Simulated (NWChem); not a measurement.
System: Si4H9, doublet; SMILES [SiH3][SiH][SiH2][SiH3]

Parts of the log:

```
             Northwest Computational Chemistry Package (NWChem) 7.3.0
             --------------------------------------------------------

 C1  symmetry detected

                             Geometry "geometry" -> ""
                             -------------------------

 Output coordinates in angstroms (scale by  1.889725989 to convert to a.u.)

  No.       Tag          Charge          X              Y              Z
 ---- ---------------- ---------- -------------- -------------- --------------
    1 Si                  14.0000     0.84903932    -2.43967065     0.16257849
    2 Si                  14.0000    -0.96162838    -1.07444439    -0.42837984
    3 Si                  14.0000    -1.01403242     1.14361152     0.34031067
    4 Si                  14.0000     0.96248230     2.31682531    -0.16769004
    5 H                    1.0000     0.75242870    -3.73935552    -0.55699748
    6 H                    1.0000     0.90329527    -2.72279686     1.62634989
    7 H                    1.0000     2.12324329    -1.77510398    -0.22474981
    8 H                    1.0000    -2.27015717    -1.76761893    -0.21815792
    9 H                    1.0000    -2.17341433     1.82874721    -0.30233636
   10 H                    1.0000    -1.24290583     1.19735462     1.81690529
   11 H                    1.0000     0.85771357     3.73300295     0.28120975
   12 H                    1.0000     2.12934245     1.69412069     0.51648355
   13 H                    1.0000     1.21840255     2.30314482    -1.63417674

 Effective nuclear repulsion energy (a.u.)     306.7043958645

                                 NWChem DFT Module
                                 -----------------

 Summary of "ao basis" -> "ao basis" (spherical)
 ------------------------------------------------------------------------------
       Tag                 Description            Shells   Functions and Types
 ---------------- ------------------------------  ------  ---------------------
 Si                          6-31g*                  8       18   4s3p1d
 H                           6-31g*                  2        2   2s

            General Information
            -------------------
          SCF calculation type: DFT
          Wavefunction type:  spin polarized.
          No. of atoms     :    13
          No. of electrons :    65
           Alpha electrons :    33
            Beta electrons :    32
          Charge           :     0
          Spin multiplicity:     2
          Use of symmetry is: off; symmetry adaption is: off
          Maximum number of iterations: 200
          AO basis - number of functions:    90
                     number of shells:    50
          Convergence on energy requested:  1.00D-06
          Convergence on density requested:  1.00D-05
          Convergence on gradient requested:  5.00D-04

              XC Information
              --------------
                         PBE0 Method XC Functional
                     Hartree-Fock (Exact) Exchange  0.250
          PerdewBurkeErnzerhof Exchange Functional  0.750
            Perdew 1991 LDA Correlation Functional  1.000 local
           PerdewBurkeErnz. Correlation Functional  1.000 non-local

             Grid Information
             ----------------
          Grid used for XC integration:  medium
          Radial quadrature: Mura-Knowles
          Angular quadrature: Lebedev.
          Tag              B.-S. Rad. Rad. Pts. Rad. Cut. Ang. Pts.
          ---              ---------- --------- --------- ---------
          Si                  1.10       88          13.0       590
          H                   0.35       45          15.0       434
          Grid pruning is: on
          Number of quadrature shells:   757
          Spatial weights used:  Erf1

      Superposition of Atomic Density Guess
      -------------------------------------

 Sum of atomic energies:       -1159.75332294

      Non-variational initial energy
      ------------------------------

 Total energy =   -1160.924992
 1-e energy   =   -2218.195935
 2-e energy   =     750.566547
 HOMO         =      -0.139063
 LUMO         =       0.045593

   convergence    iter        energy       DeltaE   RMS-Dens  Diis-err
 ---------------- ----- ----------------- --------- --------- ---------
 d= 0,ls=0.0,diis     1  -1162.7192274751 -1.47D+03  4.19D-03  5.03D-02
                                                     3.49D-03  4.83D-02
 d= 0,ls=0.0,diis     2  -1162.7516331708 -3.24D-02  1.71D-03  5.93D-03
                                                     1.58D-03  5.73D-03
 d= 0,ls=0.0,diis     3  -1162.7558480714 -4.21D-03  6.17D-04  1.84D-03
                                                     5.17D-04  1.65D-03
 d= 0,ls=0.0,diis     4  -1162.7573584215 -1.51D-03  1.05D-04  1.69D-05
                                                     9.44D-05  2.10D-05
 d= 0,ls=0.0,diis     5  -1162.7573813205 -2.29D-05  4.73D-05  4.31D-06
                                                     3.60D-05  3.24D-06
  Resetting Diis
 d= 0,ls=0.0,diis     6  -1162.7573861901 -4.87D-06  1.33D-05  2.22D-07
                                                     1.38D-05  2.97D-07
 d= 0,ls=0.0,diis     7  -1162.7573866043 -4.14D-07  7.95D-06  6.22D-08
                                                     6.45D-06  5.49D-08

         Total DFT energy =    -1162.757386604308
      One electron energy =    -2221.987813475180
           Coulomb energy =      839.014922210760
    Exchange-Corr. energy =      -86.488891204387
 Nuclear repulsion energy =      306.704395864499

 Numeric. integr. density =       65.000084469939

                    DFT Final Alpha Molecular Orbital Analysis
                    ------------------------------------------

 Vector   31  Occ=1.000000D+00  E=-3.091738D-01
              MO Center= -2.6D-01,  1.3D-01, -2.1D-02, r^2= 6.4D+00
   Bfn.  Coefficient  Atom+Function         Bfn.  Coefficient  Atom+Function
  ----- ------------  ---------------      ----- ------------  ---------------
    43      0.291510   3 Si px               25     -0.242455   2 Si px
    61     -0.243136   4 Si px                7      0.215799   1 Si px
    82     -0.175003   9 H  s                 8     -0.153746   1 Si py
    80      0.148513   8 H  s                26      0.132080   2 Si py
    81     -0.131336   9 H  s                39     -0.116623   3 Si px

 Vector   32  Occ=1.000000D+00  E=-2.971439D-01
              MO Center= -4.0D-01,  2.7D-01, -2.8D-02, r^2= 5.7D+00
   Bfn.  Coefficient  Atom+Function         Bfn.  Coefficient  Atom+Function
  ----- ------------  ---------------      ----- ------------  ---------------
    26      0.351788   2 Si py               44     -0.351386   3 Si py
    61      0.216231   4 Si px               62      0.165234   4 Si py
    43     -0.156771   3 Si px                8     -0.147842   1 Si py
     7      0.145950   1 Si px               22     -0.137939   2 Si py
    40      0.138573   3 Si py               86      0.123060  11 H  s

 Vector   33  Occ=1.000000D+00  E=-2.247941D-01
              MO Center= -8.4D-01, -1.0D+00, -4.7D-01, r^2= 3.4D+00
   Bfn.  Coefficient  Atom+Function         Bfn.  Coefficient  Atom+Function
  ----- ------------  ---------------      ----- ------------  ---------------
    27      0.564933   2 Si pz               31      0.403647   2 Si pz
    28     -0.245288   2 Si s                23     -0.209096   2 Si pz
    84     -0.166193  10 H  s                76     -0.162877   6 H  s
    24     -0.140672   2 Si s                44     -0.100849   3 Si py
    75     -0.088461   6 H  s                83     -0.088179  10 H  s

 Vector   34  Occ=0.000000D+00  E=-5.876395D-03
              MO Center= -4.0D-01, -2.3D-01,  3.4D-02, r^2= 8.2D+00
   Bfn.  Coefficient  Atom+Function         Bfn.  Coefficient  Atom+Function
  ----- ------------  ---------------      ----- ------------  ---------------
    28      1.618464   2 Si s                46     -1.115979   3 Si s
    48      0.800171   3 Si py               30      0.561882   2 Si py
    11      0.539756   1 Si px               49      0.503989   3 Si pz
    10     -0.462211   1 Si s                31      0.425372   2 Si pz
    29      0.312443   2 Si px               74      0.276111   5 H  s

[...]

                         DFT ENERGY GRADIENTS

    atom               coordinates                        gradient
                 x          y          z           x          y          z
   1 Si      1.604452  -4.610309   0.307229    0.002017  -0.001842   0.000547
   2 Si     -1.817214  -2.030405  -0.809521   -0.002165  -0.001069  -0.001934
   3 Si     -1.916243   2.161112   0.643094   -0.002320   0.001394   0.001322
   4 Si      1.818828   4.378165  -0.316888    0.002090   0.001556  -0.000389
   5 H       1.421884  -7.066357  -1.052573    0.000232   0.000408   0.000409
   6 H       1.706981  -5.145340   3.073356    0.000258  -0.000108  -0.000425
   7 H       4.012348  -3.354460  -0.424716   -0.000465  -0.000477   0.000253
   8 H      -4.289975  -3.340315  -0.412259    0.000146  -0.000035   0.000159
   9 H      -4.107158   3.455831  -0.571333    0.000296  -0.000153   0.000415
  10 H      -2.348751   2.262672   3.433453   -0.000109   0.000201  -0.000322
  11 H       1.620844   7.054353   0.531409    0.000279  -0.000462  -0.000266
  12 H       4.023874   3.201424   0.976012   -0.000347   0.000455  -0.000363
  13 H       2.302447   4.352313  -3.088146    0.000088   0.000131   0.000594
```

Level: PBE0/6-31G* (spherical d), spin-unrestricted. Coordinates come from a B3LYP/6-31G* (spherical d), spin-unrestricted optimisation. No stability test was run on the SCF state.

Task: Which NWChem input produces such a log?

Result: One answer among several that fit: the input that was run:
```
start job
memory heap 200 mb stack 900 mb global 1100 mb
geometry units angstroms noautoz
  Si     0.832874    -2.437642     0.227284
  Si    -0.933167    -1.063517    -0.468756
  Si    -0.977117     1.177112     0.231996
  Si     1.035031     2.304565    -0.238340
  H      0.741033    -3.756693    -0.456802
  H      0.830160    -2.677574     1.699750
  H      2.130704    -1.804317    -0.133000
  H     -2.259425    -1.730221    -0.285788
  H     -2.101534     1.860135    -0.472091
  H     -1.257748     1.278524     1.697112
  H      0.937213     3.734978     0.164645
  H      2.166446     1.685069     0.505664
  H      1.342975     2.243087    -1.693557
end
basis spherical
  * library 6-31g*
end
dft
  odft
  mult 2
  xc pbe0
  iterations 200
end
task dft gradient
```
